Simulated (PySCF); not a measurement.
A structure optimised at PBE0-D3(BJ)/def2-SVP, used in a PySCF frequency run:

```xyz
5

Hf     0.0000     0.0000    -0.5627
Cl     0.0000    -1.9016    -1.8966
Cl     0.0000     1.9016    -1.8966
I     -2.1885     0.0000     0.9905
I      2.1885     0.0000     0.9905
```

### Question
Write its SMILES, formula and point group.

### Answer
[Cl][Hf]([Cl])([I])[I], Cl2HfI2, C2v

### Question
What are its rotational constants (standard atomic weights)?

### Answer
0.61901, 0.34332, 0.28461 GHz
